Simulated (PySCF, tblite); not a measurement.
Isomers of C4H9SSi2 (doublet state), one GFN2-xTB conformer each. Single-point energies are computed at B3LYP/pcH-1 (PySCF, gas phase, no added dispersion term), electronic only. GFN2-xTB treats the open shell by occupation alone, and not every SCF solution was tested for stability.

Question: Rank them by B3LYP/pcH-1 energy, lowest first (kJ/mol).
A. `[CH3:1][SiH2:2][C:3]#[C:4][SiH:5][S:6][CH3:7]` (doublet state) with C4–Si5–S6–C7 39°
B. `[CH2:1][SiH2:2][C:3]#[C:4][SiH2:5][S:6][CH3:7]` (doublet state) with H–C1–Si2–C3 -45° and 136°, C4–Si5–S6–C7 -56°
C. `[CH3:1][SiH:2][C:3]#[C:4][SiH2:5][S:6][CH3:7]` (doublet state) with C4–Si5–S6–C7 -54°

Answer: A (0.0), C (17.9), B (65.4).

Neighbours under 21 kJ/mol apart (C[SiH2]C#C[SiH]SC and C[SiH]C#C[SiH2]SC) can change places with a better method, another conformer or zero-point energy. GFN2-xTB itself gives, in the same order: 5.3, 0.0, 81.3. GFN2-xTB puts C[SiH]C#C[SiH2]SC lowest instead; measured from each level's own lowest isomer, the values differ by up to 17.9 kJ/mol (C[SiH]C#C[SiH2]SC: 0.0 against 17.9).

Question: What happens when harmonic zero-point energies from GFN2-xTB frequencies are added?

Answer: 
```tsv
SMILES	ZPE (kJ/mol)	electronic (kJ/mol)	with ZPE (kJ/mol)
C[SiH2]C#C[SiH]SC	284.3	0.0	0.0
C[SiH]C#C[SiH2]SC	284.1	17.9	17.7
[CH2][SiH2]C#C[SiH2]SC	269.9	65.4	51.0
```

The zero-point energies span 14.4 kJ/mol. The order is unchanged.
